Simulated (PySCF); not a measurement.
A species of formula C8H5FO2 has this rotational fingerprint, computed with PBE0/pcSseg-1 in PySCF (dipole) on a GFN2-xTB geometry, gas phase:

```
Rotational constants : A = 1715, B = 1105, C = 674.9 MHz
Dipole components    : |μa| = 1.77 D, |μb| = 0.60 D, |μc| = 0.00 D
Inertial defect      : -3.33 u·Å²
κ                    : -0.17
```

**Question.** Which candidate fits, each taken in the one conformer that was computed?
A. `[O:1]=[C:2]([OH:3])[c:4]1[c:5]([F:6])[cH:7][cH:8][c:9]2[c:10]1[CH2:11]2` with O1–C2–O3–H 0°, O1–C2–C4–C5 180°
B. `[O:1]=[CH:2][c:3]1[cH:4][cH:5][c:6]([C:7](=[O:8])[F:9])[cH:10][cH:11]1` with O1–C2–C3–C4 0°, C5–C6–C7–O8 180°
C. `[O:1]=[CH:2][c:3]1[cH:4][cH:5][cH:6][c:7]([C:8](=[O:9])[F:10])[cH:11]1` with O1–C2–C3–C4 180°, C6–C7–C8–O9 0°

**Answer.** A. It is O=C(O)c1c(F)ccc2c1C2, an asymmetric top, point group Cs. The candidates at the same level (rigid rotor, commonest isotopes):

```tsv
SMILES	A (MHz)	B (MHz)	C (MHz)	μa (D)	μb (D)	μc (D)	Δ (u·Å²)	point group	rotor
O=Cc1cccc(C(=O)F)c1	1872	796.1	558.6	2.31	4.17	0.00	0.00	Cs	asymmetric top
O=C(O)c1c(F)ccc2c1C2	1715	1105	674.9	1.77	0.60	0.00	-3.33	Cs	asymmetric top
O=Cc1ccc(C(=O)F)cc1	3526	571.6	491.9	1.22	1.28	0.00	0.00	Cs	near-prolate asymmetric top
```

`O=Cc1ccc(C(=O)F)cc1` has A 106 % too high; `O=Cc1cccc(C(=O)F)c1` has B 28 % too low. In the right answer the mirror of this Cs structure is the ab plane, so μc vanishes by symmetry. No structure here is proved a minimum.
